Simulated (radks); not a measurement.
Values are calculated unless marked as measured or tabulated.
Question: The iron ion Fe18+, 8 electrons, occupied as [He] 2s2 2p4. Level of theory: scalar-relativistic Kohn-Sham, PBEsol, spin-polarised, spherical densities, finite nucleus; open shells are filled with parallel spins first; Fermi nuclear charge, rms radius 3.7377 fm (a radial shooting solver on a logarithmic mesh with Libxc functionals). Some entries of the table are withheld. Estimate them.

orbital,occ.,eigenvalue (eV),r(max) (bohr)
1s up,1,-7810.811,(1)
1s down,1,-7801.262,(2)
2s up,1,(3),0.2165
2s down,1,(4),0.2171
2p up,3,(5),0.1730
2p down,1,(6),0.1737

Answer: 
(1) 1s up r(max) (bohr): 0.03827
(2) 1s down r(max) (bohr): 0.03825
(3) 2s up eigenvalue (eV): -1525.801
(4) 2s down eigenvalue (eV): -1510.073
(5) 2p up eigenvalue (eV): -1425.664
(6) 2p down eigenvalue (eV): -1406.717
